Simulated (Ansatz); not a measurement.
Ansatz (a first-principles code) input (B3LYP-D3(BJ)/def2-TZVP):

Ansatz 0.2 input:
```yaml
crystal:
  periodic: [false, false, false]
  atoms:
    - {symbol: B, position_ang: [0.13138843, -0.01704371, 0.02350376]}
    - {symbol: F, position_ang: [-0.55221033, 1.22172690, 0.08902426]}
    - {symbol: F, position_ang: [-0.84424459, -0.93426995, -0.43835334]}
    - {symbol: O, position_ang: [1.32053560, -0.24768382, 0.30748082]}
basis:
  gaussian:
    orbitals: def2-TZVP
hamiltonian:
  xc: b3lyp
  dispersion: d3bj
total_charge: -1
relax: {f_tol: 0.002, max_steps: 150}
```

Output:

```
Functional definition: B3LYP
integrals: 0.03 GiB planned
632 factors; their error is unknown
mean field: 0.36 GiB planned
mean field evaluation 1: about -8162.9806 eV, gradient 4.5e1 eV
mean field evaluation 2: about -8145.4919 eV, gradient 1.1e2 eV
mean field evaluation 4: about -8166.5565 eV, gradient 9.4e-1 eV
mean field evaluation 8: about -8166.5570 eV, gradient 7.0e-3 eV
mean field evaluation 16: about -8166.5816 eV, gradient 5.2e-5 eV
mean field -8166.58160930 eV, -300.1163386340 hartree, gradient 5.2e-5 eV, S^2 0.000000; 0 other end points of the search recorded, 0 dependent functions left out
the calculation of the forces begins
reference -8166.58181801 eV, -300.1163463040 hartree; 16, 16 occupied and 108, 108 virtual orbitals, 632 factors
relax step   1: F+E_penalty+E_count = -8166.64407795 eV  Δ(F+E_penalty+E_count) = +0.000e0 eV  max|allowed force component| = 1.923e0 eV/Å  Δτ_max = 0.0000 Å  (25 SCF iters, accepted)
these checks for a lower state are left out or cut short: starts, cluster_reference, orbital_swaps, neighbouring_geometries, increment
integrals: 0.03 GiB planned
632 factors; their error is unknown
mean field: 0.36 GiB planned
mean field -8166.60255003 eV, -300.1171081916 hartree, gradient 1.5e-5 eV, S^2 0.000000; 0 other end points of the search recorded, 0 dependent functions left out
the calculation of the forces begins
reference -8166.60275862 eV, -300.1171158571 hartree; 16, 16 occupied and 108, 108 virtual orbitals, 632 factors
relax step   2: F+E_penalty+E_count = -8166.66496349 eV  Δ(F+E_penalty+E_count) = -2.089e-2 eV  max|allowed force component| = 7.792e-1 eV/Å  Δτ_max = 0.0094 Å  (30 SCF iters, accepted)
these checks for a lower state are left out or cut short: starts, cluster_reference, orbital_swaps, neighbouring_geometries, increment
integrals: 0.03 GiB planned
632 factors; their error is unknown
mean field: 0.36 GiB planned
mean field -8166.60634836 eV, -300.1172477777 hartree, gradient 1.5e-5 eV, S^2 0.000000; 0 other end points of the search recorded, 0 dependent functions left out
the calculation of the forces begins
reference -8166.60655699 eV, -300.1172554445 hartree; 16, 16 occupied and 108, 108 virtual orbitals, 632 factors
relax step   3: F+E_penalty+E_count = -8166.66877161 eV  Δ(F+E_penalty+E_count) = -3.808e-3 eV  max|allowed force component| = 1.579e-1 eV/Å  Δτ_max = 0.0111 Å  (30 SCF iters, accepted)
these checks for a lower state are left out or cut short: starts, cluster_reference, orbital_swaps, neighbouring_geometries, increment
integrals: 0.03 GiB planned
632 factors; their error is unknown
mean field: 0.35 GiB planned
mean field evaluation 32: about -8166.5839 eV, gradient 1.4e-3 eV
mean field -8166.60714700 eV, -300.1172771271 hartree, gradient 1.5e-5 eV, S^2 0.000000; 0 other end points of the search recorded, 0 dependent functions left out
the calculation of the forces begins
reference -8166.60735564 eV, -300.1172847947 hartree; 16, 16 occupied and 108, 108 virtual orbitals, 632 factors
relax step   4: F+E_penalty+E_count = -8166.66958063 eV  Δ(F+E_penalty+E_count) = -8.090e-4 eV  max|allowed force component| = 2.514e-3 eV/Å  Δτ_max = 0.0072 Å  (29 SCF iters, accepted)
these checks for a lower state are left out or cut short: starts, cluster_reference, orbital_swaps, neighbouring_geometries, increment
integrals: 0.03 GiB planned
632 factors; their error is unknown
mean field: 0.36 GiB planned
mean field -8166.60714758 eV, -300.1172771482 hartree, gradient 7.1e-6 eV, S^2 0.000000; 0 other end points of the search recorded, 0 dependent functions left out
the calculation of the forces begins
reference -8166.60735622 eV, -300.1172848160 hartree; 16, 16 occupied and 108, 108 virtual orbitals, 632 factors
relax step   5: F+E_penalty+E_count = -8166.66958107 eV  Δ(F+E_penalty+E_count) = -4.358e-7 eV  max|allowed force component| = 1.985e-3 eV/Å  Δτ_max = 0.0001 Å  (19 SCF iters, accepted)
integrals: 0.03 GiB planned
632 factors; their error is unknown
mean field: 0.36 GiB planned
mean field -8166.60714758 eV, -300.1172771482 hartree, gradient 1.3e-5 eV, S^2 0.000000; 1 other end points of the search recorded, 0 dependent functions left out
the calculation of the forces begins
reference -8166.60735622 eV, -300.1172848160 hartree; 16, 16 occupied and 108, 108 virtual orbitals, 632 factors
Total energy: -8166.66978972 eV, -300.1195792045 hartree
Atom 0 at     0.113018    -0.013543     0.019120 Å, force     0.001320    -0.000243    -0.000368 eV/Å
Atom 1 at    -0.545592     1.226065     0.091805 Å, force     0.000391     0.000443     0.000407 eV/Å
Atom 2 at    -0.839119    -0.940874    -0.438252 Å, force     0.000274    -0.000569     0.000165 eV/Å
Atom 3 at     1.327161    -0.248919     0.308982 Å, force    -0.001984     0.000369    -0.000203 eV/Å
Dipole moment:    -0.545183     0.105694    -0.130147 e Å
```

It need not be the lowest isomer of its formula. Whether it binds its extra electron was not tested at this geometry.
